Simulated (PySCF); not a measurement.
## Electron correlation in B⁻ (boron, charge -1)

[He] 2s2 2p2, high-spin 3P determinant. Calculation: PySCF 2.14, in dyall-acv3z (15s9p4d2f, 76 functions); scalar relativity by spin-free X2C-1e. Frozen: 1s2; 4 electrons correlated; the 18 highest virtual orbitals of each spin left out.

```
  level  correlation energy (mhartree)
   CCSD                         -83.42
    (T)                          -3.82
CCSD(T)                         -87.24
```

Diagnostics: T1 = 0.028, D1 = 0.0526, largest double amplitude 0.070.

Cost of the coupled-cluster step: about 5 core-seconds, for 4 correlated electrons.
